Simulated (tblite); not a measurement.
Compound: C₅H₁₂Si.
Numbering: `[SiH3:1][CH:2]1[CH2:3][CH2:4][CH2:5][CH2:6]1` (hydrogens: H7, H8, H9 on Si1; H10 on C2; H11, H12 on C3; H13, H14 on C4; H15, H16 on C5; H17, H18 on C6)

Structure used (GFN2-xTB), in Å, numbered top down from 1:
```xyz
18
C5H12Si angstrom
Si     2.383   -0.483    0.219
C      0.504   -0.521   -0.053
C     -0.324   -0.096    1.160
C     -1.728    0.151    0.593
C     -1.521    0.499   -0.895
C     -0.006    0.438   -1.128
H      2.734   -1.414    1.293
H      2.793    0.873    0.592
H      3.057   -0.875   -1.021
H      0.195   -1.535   -0.332
H      0.078    0.831    1.573
H     -0.325   -0.844    1.952
H     -2.240    0.949    1.129
H     -2.335   -0.751    0.688
H     -1.922    1.482   -1.140
H     -2.028   -0.231   -1.527
H      0.433    1.426   -0.978
H      0.243    0.108   -2.136
```

Method: GFN2-xTB as coded in tblite; computed harmonic values from a numerical Hessian at the method's own geometry, unscaled. This tight-binding method is rough: wavenumbers can miss measured ones by several per cent, in bad cases by 10 to 20. Modes of hydrogen on silicon can be 10 to 20 % off. One conformer, not necessarily the lowest.

Harmonic wavenumbers (cm⁻¹): 41.2, 110.5, 143.1, 193.4, 330.9, 446.2, 542.8, 554.5, 620.9, 763.7, 780.4, 788.1, 791.2, 838.6, 840.1, 953.4, 965.6, 996.1, 1012.9, 1022.7, 1116.0, 1120.8, 1150.6, 1188.9, 1209.6, 1218.1, 1255.0, 1266.3, 1308.0, 1314.2, 1330.6, 1334.1, 1485.6, 1498.2, 1499.1, 1515.4, 2252.3, 2257.1, 2257.7, 2918.0, 2962.7, 2968.3, 2976.5, 2993.6, 2996.1, 3002.6, 3005.0, 3008.3.

A = 6104, B = 1759, C = 1476 MHz; mass 100.071 u (most abundant isotopes); point group Cs, symmetry number 1.

Question: What is the zero-point energy?

Answer: ½Σν̃ = 33572 cm⁻¹ = 95.99 kcal/mol.

Question: What is S at 298.15 K and 1 bar for an ideal gas of classical rigid rotors and harmonic oscillators?

Answer: Translation 39.75, rotation 27.41, vibration 19.23: S = 86.4 cal/(mol K).

Question: And Cp and H(298.15 K) − H(0)?

Answer: Cp = 30.32 cal/(mol K), of which vibrations give 22.37 (their classical limit is 48 R = 95.4); H(298.15 K) − H(0) = 5.41 kcal/mol without the zero-point energy, 3.04 from vibrations.

Question: Blend soft modes into free rotors: weight 1/[1 + (100 cm⁻¹/ν̃)⁴] for the oscillator and the rest for a rotor with moment μB/(μ + B), μ = h/(8π²ν), B = 10⁻⁴⁴ kg m². What vibrational entropy results?

Answer: 17.56 cal/(mol K) in place of 19.23, which changes −T·S at 298.15 K by +0.50 kcal/mol.

Question: How do the functions run with temperature in this model?

Answer: 
| T (K) | S (cal/(mol K)) | Cp (cal/(mol K)) | H − H(0) (kcal/mol) | G − H(0) (kcal/mol) | ln q(vib) |
| --- | --- | --- | --- | --- | --- |
| 50 | 55.3 | 11.4 | 0.47 | -2.29 | 0.43 |
| 100 | 64.3 | 14.6 | 1.13 | -5.30 | 1.24 |
| 373.15 | 94.0 | 37.8 | 7.96 | -27.11 | 5.87 |
| 500 | 106.7 | 49.1 | 13.49 | -39.84 | 8.24 |
| 750 | 129.8 | 65.1 | 27.92 | -69.47 | 13.13 |
| 1000 | 150.1 | 75.7 | 45.61 | -104.52 | 17.96 |

q(vib) and H(0) count from the zero-point level.

Question: What must be added to the electronic energy to get the Gibbs energy at 298.15 K and 1 bar?

Answer: ZPE + [H(298.15 K) − H(0)] − T·S = 95.99 + 5.41 − 25.76 = 75.64 kcal/mol.

Question: Which modes carry the vibrational entropy at 298.15 K?

Answer: 41.2 cm⁻¹: 5.20; 110.5 cm⁻¹: 3.26; 143.1 cm⁻¹: 2.76; 193.4 cm⁻¹: 2.19; 330.9 cm⁻¹: 1.26; 446.2 cm⁻¹: 0.81 cal/(mol K); the other 42 give 3.75 together.

Hindered rotation and anharmonicity are outside this model. Other conformers, if any are populated, would add a mixing term that is left out.

The run took 0.54 s on an Arm Neoverse V1 with one thread, shared host. This covers the Hessian and the dipole derivatives.
